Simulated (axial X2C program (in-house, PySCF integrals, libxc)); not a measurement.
# CsC: from the spin-free to the two-component result

All values were computed with an in-house all-electron X2C program for linear molecules (integrals from PySCF). Spin-free means the one-electron spin-free X2C Hamiltonian; two-component (2c) means X2C with spin–orbit coupling and atomic mean-field two-electron Coulomb and Gaunt terms, so the difference of the two also holds small scalar two-electron terms. Basis: Cs dyall-cv3z [15s15p9d4f1g], C dyall-v3z [7s6p2d1f] (cores contracted in-house); Gaussian nuclei, density fitting, unrestricted open shells. Masses: Cs 132.905 u, C 12.000 u.

Spin-free state: M_S = 3/2, Λ = 0 (beyond evenly filled blocks: σα, π+α, π-α); fragments Cs + C.

```json
{"level": "PBE0", "Re (Å)": "2.709", "ωe (cm⁻¹)": "310.9", "De (eV)": "2.449", "μ (D)": "-8.76"}
{"level": "HF", "Re (Å)": "2.835", "ωe (cm⁻¹)": "297.0", "De (eV)": "1.606", "μ (D)": "-10.45"}
{"level": "MP2", "Re (Å)": "2.743", "ωe (cm⁻¹)": "310.6", "De (eV)": "2.229", "μ (D)": "n/a"}
{"level": "CCSD", "Re (Å)": "2.760", "ωe (cm⁻¹)": "306.6", "De (eV)": "2.111", "μ (D)": "n/a"}
{"level": "CCSD(T)", "Re (Å)": "2.752", "ωe (cm⁻¹)": "307.6", "De (eV)": "2.140", "μ (D)": "n/a"}
{"level": "PBEsol", "Re (Å)": "2.677", "ωe (cm⁻¹)": "311.6", "De (eV)": "2.720", "μ (D)": "-7.94"}
```

Correlated methods: 13 electrons correlated (number of frozen shells: Cs 4 s, 3 p, 2 d; C 1 s), 267 virtual spin orbitals or spinors in MP2, 90 natural virtuals in coupled cluster.

Dipoles are positive if C is the positive end.

Two-component determinant lowest at the distance of the search:

Ω = 3/2 (⟨Sz⟩ = 1.50, ⟨Lz⟩ = 0.00 at HF); fragments Cs + C.

```
  level  Re (Å)  ωe (cm⁻¹)  De (eV)   μ (D)
   PBE0   2.707      311.2    2.451   -8.74
     HF   2.834      297.2    1.606  -10.43
    MP2   2.742      310.8    2.230     n/a
   CCSD   2.759      306.8    2.112     n/a
CCSD(T)   2.751      307.8    2.143     n/a
 PBEsol   2.675      312.0    2.722   -7.92
```

(1) From the two tables, how do the constants change at the CCSD(T) level (2c against spin-free)?

Occupations by symmetry block were frozen at the best pattern of an incomplete PBE0 search. Dissociation energies refer to the lowest single-determinant-based atoms at the same level and basis. Density functionals use the spin component along the axis (collinear). CCSD and (T) use frozen natural virtuals with an MP2 correction for the truncation; (T) itself is uncorrected, so its De runs slightly low. The 2c atoms are single determinants rather than J levels; their spin–orbit lowering is only partly caught, and De is too large by that part. This holds for PBE0, MP2, CCSD, CCSD(T), PBEsol. The functionals have no current-density term, which raises determinants with orbital currents, atoms included. With several unpaired electrons one determinant need not be a pure state. This is the top spin component of a Σ state; components of lower Ω are not single determinants and can lie lower.

Results:

(1) At the CCSD(T) level Re decreases by 0.001 Å and ωe is unchanged to within 0.2 cm⁻¹; De is not compared, since the atomic limits differ or miss part of their spin–orbit lowering.
